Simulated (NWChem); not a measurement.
System: SnHCl₃; SMILES [Cl][SnH]([Cl])[Cl]

Output (shortened):

```
             Northwest Computational Chemistry Package (NWChem) 7.3.0
             --------------------------------------------------------

 C3  symmetry detected

                             Geometry "geometry" -> ""
                             -------------------------

 Output coordinates in angstroms (scale by  1.889725989 to convert to a.u.)

  No.       Tag          Charge          X              Y              Z
 ---- ---------------- ---------- -------------- -------------- --------------
    1 Sn                  50.0000    -0.00000000     0.00000000     0.40669425
    2 Cl                  17.0000    -2.15917491    -0.20738995    -0.43999175
    3 Cl                  17.0000     0.89998249     1.97359530    -0.43999175
    4 Cl                  17.0000     1.25919242    -1.76620535    -0.43999175
    5 H                    1.0000    -0.00000000     0.00000000     2.10486625

 Effective nuclear repulsion energy (a.u.)     725.2840935089

      Symmetry information
      --------------------

 Group name             C3
 Group number              5
 Group order               3
 No. of unique centers     3

                                 NWChem DFT Module
                                 -----------------

 Summary of "ao basis" -> "ao basis" (spherical)
 ------------------------------------------------------------------------------
       Tag                 Description            Shells   Functions and Types
 ---------------- ------------------------------  ------  ---------------------
 Sn                         def2-svp                10       26   4s4p2d
 Cl                         def2-svp                 8       18   4s3p1d
 H                          def2-svp                 3        5   2s1p

      Symmetry analysis of basis
      --------------------------

        a          31
        e+         27
        e-         27

  Rotation of axis

            General Information
            -------------------
          SCF calculation type: DFT
          Wavefunction type:  closed shell.
          No. of atoms     :     5
          No. of electrons :    74
           Alpha electrons :    37
            Beta electrons :    37
          Charge           :     0
          Spin multiplicity:     1
          Use of symmetry is: on ; symmetry adaption is: on
          Maximum number of iterations: 150
          AO basis - number of functions:    85
                     number of shells:    37
          Convergence on energy requested:  1.00D-06
          Convergence on density requested:  1.00D-05
          Convergence on gradient requested:  5.00D-04

              XC Information
              --------------
                         MN15 Method XC Functional
                     Hartree-Fock (Exact) Exchange  0.440
                          MN15 Exchange Functional  1.000
                        MN15 Correlation Potential  1.000

             Grid Information
             ----------------
          Grid used for XC integration:  xcoarse
          Radial quadrature: Mura-Knowles
          Angular quadrature: Lebedev.
          Tag              B.-S. Rad. Rad. Pts. Rad. Cut. Ang. Pts.
          ---              ---------- --------- --------- ---------
          Sn                  1.45       84           7.0       194
          Cl                  1.00       42           9.0       194
          H                   0.35       21           8.0       194
          Grid pruning is: on
          Number of quadrature shells:   147
          Spatial weights used:  Erf1

      Superposition of Atomic Density Guess
      -------------------------------------

 Sum of atomic energies:       -1627.56557961

      Non-variational initial energy
      ------------------------------

 Total energy =   -1592.228984
 1-e energy   =   -3064.204701
 2-e energy   =    1079.945228
 HOMO         =      -0.392371
 LUMO         =      -0.027202

      Symmetry analysis of molecular orbitals - initial
      -------------------------------------------------

  Numbering of irreducible representations:

     1 a           2 e+          3 e-

  Orbital symmetries:

     1 a           2 e+          3 e+          4 a           5 e+
     6 e+          7 a           8 e+          9 e+         10 a
    11 e+         12 e+         13 e+         14 e+         15 a
    16 a          17 a          18 e+         19 e+         20 e+
    21 e+         22 a          23 e+         24 e+         25 a
    26 e+         27 e+         28 a          29 e+         30 e+
    31 a          32 e+         33 e+         34 e+         35 e+
    36 a          37 a          38 a          39 e+         40 e+
    41 a          42 a          43 a          44 e+         45 e+
    46 e+         47 e+

     ---------------------------------------------
      Total Density - Mulliken Population Analysis
     ---------------------------------------------

    Atom       Charge   Shell Charges
 -----------   ------   -------------------------------------------------------
    1 Sn  22    20.45   1.60  0.41  0.86  0.21  3.26  2.73  0.83  0.40  9.76  0.39
    2 Cl  17    17.50   2.00  1.99  1.23  0.73  5.94  2.16  3.44  0.01
    3 Cl  17    17.50   2.00  1.99  1.23  0.73  5.94  2.16  3.44  0.01
    4 Cl  17    17.50   2.00  1.99  1.23  0.73  5.94  2.16  3.44  0.01
    5 H    1     1.04   0.61  0.43  0.01

   convergence    iter        energy       DeltaE   RMS-Dens  Diis-err
 ---------------- ----- ----------------- --------- --------- ---------
 d= 0,ls=0.0,diis     1  -1594.2284338328 -1.99D+03  1.81D-02  1.23D+00
 d= 0,ls=0.0,diis     2  -1594.2639021286 -3.55D-02  1.05D-02  4.33D-01
 d= 0,ls=0.0,diis     3  -1594.3175373955 -5.36D-02  3.39D-03  1.11D-01
 d= 0,ls=0.0,diis     4  -1594.3323798780 -1.48D-02  2.26D-04  6.67D-04
 d= 0,ls=0.0,diis     5  -1594.3324594719 -7.96D-05  6.04D-05  2.18D-05
  Resetting Diis
 d= 0,ls=0.0,diis     6  -1594.3324624781 -3.01D-06  1.41D-05  1.16D-06
 d= 0,ls=0.0,diis     7  -1594.3324626714 -1.93D-07  5.22D-06  5.96D-08

         Total DFT energy =    -1594.332462671423
      One electron energy =    -3064.524328763662
           Coulomb energy =     1180.550856693078
    Exchange-Corr. energy =     -102.389480343281
 Nuclear repulsion energy =      392.030489742442

 Numeric. integr. density =       73.999993941638

                  Occupations of the irreducible representations
                  ----------------------------------------------

                     irrep           alpha         beta
                     --------     --------     --------
                     a                13.0         13.0
                     e+               24.0         24.0
                     e-                0.0          0.0

                       DFT Final Molecular Orbital Analysis
                       ------------------------------------

 Vector   35  Occ=2.000000D+00  E=-3.690616D-01  Symmetry=e+
              MO Center= -2.8D-01, -5.5D-01, -4.0D-01, r^2= 5.4D+00
   Bfn.  Coefficient  Atom+Function         Bfn.  Coefficient  Atom+Function
  ----- ------------  ---------------      ----- ------------  ---------------
    39     -0.300040  2 Cl pz                75      0.292640  4 Cl pz
    37      0.283419  2 Cl px                73      0.250899  4 Cl px
    36     -0.234468  2 Cl pz                72      0.228687  4 Cl pz
    34      0.223709  2 Cl px                55      0.209042  3 Cl px
    70      0.200716  4 Cl px                52      0.171047  3 Cl px

 Vector   36  Occ=2.000000D+00  E=-3.671654D-01  Symmetry=a
              MO Center= -1.5D-13,  1.5D-13,  5.4D-03, r^2= 5.7D+00
   Bfn.  Coefficient  Atom+Function         Bfn.  Coefficient  Atom+Function
  ----- ------------  ---------------      ----- ------------  ---------------
    39      0.323285  2 Cl pz                57      0.323285  3 Cl pz
    75      0.323285  4 Cl pz                36      0.259687  2 Cl pz
    54      0.259687  3 Cl pz                72      0.259687  4 Cl pz
    82     -0.234588  5 H  s                 81     -0.233051  5 H  s
    33      0.147626  2 Cl pz                51      0.147626  3 Cl pz

 Vector   37  Occ=2.000000D+00  E=-3.639626D-01  Symmetry=a
              MO Center=  2.4D-13,  2.8D-13, -4.3D-01, r^2= 5.7D+00
   Bfn.  Coefficient  Atom+Function         Bfn.  Coefficient  Atom+Function
  ----- ------------  ---------------      ----- ------------  ---------------
    38      0.373865  2 Cl py                55      0.341782  3 Cl px
    73     -0.305771  4 Cl px                35      0.290209  2 Cl py
    52      0.265288  3 Cl px                70     -0.237369  4 Cl px
    74     -0.218119  4 Cl py                71     -0.169283  4 Cl py
    32      0.165540  2 Cl py                56     -0.155746  3 Cl py

 Vector   38  Occ=0.000000D+00  E=-6.967101D-02  Symmetry=a
              MO Center=  3.4D-15, -2.0D-15,  2.2D-01, r^2= 4.5D+00
   Bfn.  Coefficient  Atom+Function         Bfn.  Coefficient  Atom+Function
  ----- ------------  ---------------      ----- ------------  ---------------
     3      0.927650  1 Sn s                  4      0.487276  1 Sn s
    82     -0.433245  5 H  s                 37     -0.359163  2 Cl px
    56      0.328299  3 Cl py                 2     -0.314738  1 Sn s
    74     -0.293789  4 Cl py                 1     -0.250211  1 Sn s
    81     -0.249040  5 H  s                 73      0.209468  4 Cl px

 Vector   39  Occ=0.000000D+00  E= 4.511951D-03  Symmetry=e+
              MO Center=  7.9D-02,  1.2D-01,  5.4D-01, r^2= 4.3D+00
   Bfn.  Coefficient  Atom+Function         Bfn.  Coefficient  Atom+Function
  ----- ------------  ---------------      ----- ------------  ---------------
    14      0.765739  1 Sn px                11      0.526390  1 Sn px
    30      0.335997  2 Cl s                 66     -0.305380  4 Cl s
    15     -0.275359  1 Sn py                74     -0.268876  4 Cl py
    37      0.250057  2 Cl px                55     -0.198567  3 Cl px
    39      0.193397  2 Cl pz                12     -0.189341  1 Sn py

 Vector   40  Occ=0.000000D+00  E= 4.511951D-03  Symmetry=e+
              MO Center= -7.9D-02, -1.2D-01,  5.4D-01, r^2= 4.3D+00
   Bfn.  Coefficient  Atom+Function         Bfn.  Coefficient  Atom+Function
  ----- ------------  ---------------      ----- ------------  ---------------
    15      0.765739  1 Sn py                12      0.526390  1 Sn py
    48     -0.370300  3 Cl s                 14      0.275359  1 Sn px
    56      0.253461  3 Cl py                73     -0.249150  4 Cl px
    57     -0.213125  3 Cl pz                66      0.211665  4 Cl s
    38     -0.195163  2 Cl py                11      0.189341  1 Sn px

     ---------------------------------------------
      Total Density - Mulliken Population Analysis
     ---------------------------------------------

    Atom       Charge   Shell Charges
 -----------   ------   -------------------------------------------------------
    1 Sn  22    21.27   1.59  0.41  1.11  0.09  3.25  2.72  1.36  0.44  9.70  0.60
    2 Cl  17    17.23   2.00  1.97  1.23  0.74  5.93  2.22  3.12  0.01
    3 Cl  17    17.23   2.00  1.97  1.23  0.74  5.93  2.22  3.12  0.01
    4 Cl  17    17.23   2.00  1.97  1.23  0.74  5.93  2.22  3.12  0.01
    5 H    1     1.04   0.69  0.34  0.01

     -------------------------------------------
      Total Density - Lowdin Population Analysis
     -------------------------------------------

    Atom       Charge   Shell Charges
 -----------   ------   -------------------------------------------------------
    1 Sn  22    21.75   1.17  0.76  0.77  0.42  3.02  2.81  1.33  0.88  9.45  1.14
    2 Cl  17    17.06   2.00  1.95  1.04  0.82  5.82  2.31  3.10  0.01
    3 Cl  17    17.06   2.00  1.95  1.04  0.82  5.82  2.31  3.10  0.01
    4 Cl  17    17.06   2.00  1.95  1.04  0.82  5.82  2.31  3.10  0.01
    5 H    1     1.06   0.60  0.44  0.03

     Multipole analysis of the density
     ---------------------------------

     L   x y z        total         alpha         beta         nuclear
     -   - - -        -----         -----         ----         -------
     0   0 0 0     -0.000000    -37.000000    -37.000000     74.000000

     1   1 0 0     -0.000000     -0.000000     -0.000000     -0.000000
     1   0 1 0      0.000000      0.000000      0.000000     -0.000000
     1   0 0 1      0.866848     11.192994     11.192994    -21.519140

     2   2 0 0    -48.629184   -238.540410   -238.540410    428.451637
     2   1 1 0      0.000000      0.000000      0.000000      0.000000
     2   1 0 1      0.000000      0.000000      0.000000      0.000000
     2   0 2 0    -48.629184   -238.540410   -238.540410    428.451637
     2   0 1 1      0.000000      0.000000      0.000000      0.000000
     2   0 0 2    -44.674882    -54.374345    -54.374345     64.073808

            General Information
            -------------------
          SCF calculation type: DFT
          Wavefunction type:  closed shell.
          No. of atoms     :     5
          No. of electrons :    74
           Alpha electrons :    37
            Beta electrons :    37
          Charge           :     0
          Spin multiplicity:     1
          Use of symmetry is: on ; symmetry adaption is: on
          Maximum number of iterations: 150
          AO basis - number of functions:    85
                     number of shells:    37
          Convergence on energy requested:  1.00D-06
          Convergence on density requested:  1.00D-05
          Convergence on gradient requested:  5.00D-04

              XC Information
              --------------
                         MN15 Method XC Functional
                     Hartree-Fock (Exact) Exchange  0.440
                          MN15 Exchange Functional  1.000
                        MN15 Correlation Potential  1.000

             Grid Information
             ----------------
          Grid used for XC integration:  xcoarse
          Radial quadrature: Mura-Knowles
          Angular quadrature: Lebedev.
          Tag              B.-S. Rad. Rad. Pts. Rad. Cut. Ang. Pts.
          ---              ---------- --------- --------- ---------
          Sn                  1.45       84           7.0       194
          Cl                  1.00       42           9.0       194
          H                   0.35       21           8.0       194
          Grid pruning is: on
          Number of quadrature shells:   147
          Spatial weights used:  Erf1

          Convergence Information
          -----------------------
          Convergence aids based upon iterative change in
          total energy or number of iterations.
          Levelshifting, if invoked, occurs when the
          HOMO/LUMO gap drops below (HL_TOL):  1.00D-02
          DIIS, if invoked, will attempt to extrapolate
          using up to (NFOCK): 10 stored Fock matrices.

                    Damping( 0%)  Levelshifting(0.5)       DIIS
                  --------------- ------------------- ---------------
          dE  on:    start            ASAP                start
          dE off:    2 iters        150 iters           150 iters

                            NWChem DFT Gradient Module
                            --------------------------

  charge          =   0.00
  wavefunction    = closed shell

  Rotation of axis
  Using symmetry

                         DFT ENERGY GRADIENTS

    atom               coordinates                        gradient
                 x          y          z           x          y          z
   1 Sn     -0.000000   0.000000   0.768541    0.000000   0.000000   0.012192
   2 Cl     -4.080249  -0.391910  -0.831464   -0.003608  -0.000374  -0.001075
   3 Cl      1.700720   3.729554  -0.831464    0.001480   0.003312  -0.001075
   4 Cl      2.379529  -3.337644  -0.831464    0.002128  -0.002938  -0.001075
   5 H      -0.000000   0.000000   3.977620    0.000000  -0.000000  -0.008967
```

Level: MN15/def2-SVP with def2 effective core potentials on Sn. The geometry was optimised at PBE0/def2-SVP. def2 effective core potentials on Sn; no spin-orbit coupling.

**Question.** Which NWChem input produces such a log?

**Answer.** This is not unique; one that fits is the input that was run:
```
start job
memory heap 200 mb stack 900 mb global 1100 mb
geometry units angstroms noautoz
  Sn     0.000000     0.000000     0.412647
  Cl    -2.078473    -0.620480    -0.434039
  Cl     0.501885     2.110251    -0.434039
  Cl     1.576588    -1.489771    -0.434039
  H      0.000000     0.000000     2.110819
end
basis spherical
  Sn library def2-svp
  Cl library def2-svp
  H library def2-svp
end
ecp
  Sn library def2-ecp
end
dft
  xc mn15
  grid xcoarse
  iterations 150
  mulliken
end
task dft gradient
```
